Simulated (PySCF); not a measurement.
## C₆ coefficients of unlike pairs at PBE

Calculated with PySCF 2.14 from the dipole response of each species, C₆(A,B) = (3/π) ∫ α_A(iu) α_B(iu) du, in atomic units, from isotropic polarisabilities. For ions this is the dispersion term alone; charge-induced terms of lower order in 1/R come first.

```tsv
species	configuration	basis	relativity	α (bohr³)	C₆ (like pair)
Cr	[Ar] 3d5 4s1 (7S)	aug-cc-pwCVTZ (10s9p7d4f3g)	none	70.89	575.2
Se²⁺	[Ar] 3d10 4s2 4p2 (3P)	aug-cc-pVQZ-DK (8s7p5d3f2g)	spin-free X2C	9.259	42.73
Ag	[Kr] 4d10 5s1 (2S)	x2c-QZVPPall with one added diffuse shell each of s, p, d, f, g type (14s9p8d5f3g)	spin-free X2C	48.59	387.5
Zn²⁺	[Ar] 3d10 (1S)	aug-cc-pwCVTZ-DK (10s9p7d4f3g)	spin-free X2C	2.819	7.515
```

Task: Estimate C₆ for Zn²⁺ with Ag.

Result: The integral gives 43.49. The combination rule 2 C_A C_B / (C_A α_B/α_A + C_B α_A/α_B) gives 38.32 and the geometric mean 53.96.

No spin-orbit coupling is included.

The other pairs:

```json
{"pair": "Ag, Cr", "C₆": "463.8"}
{"pair": "Se²⁺, Cr", "C₆": "131.8"}
{"pair": "Zn²⁺, Se²⁺", "C₆": "16.67"}
{"pair": "Ag, Se²⁺", "C₆": "119.1"}
{"pair": "Zn²⁺, Cr", "C₆": "45.79"}
```
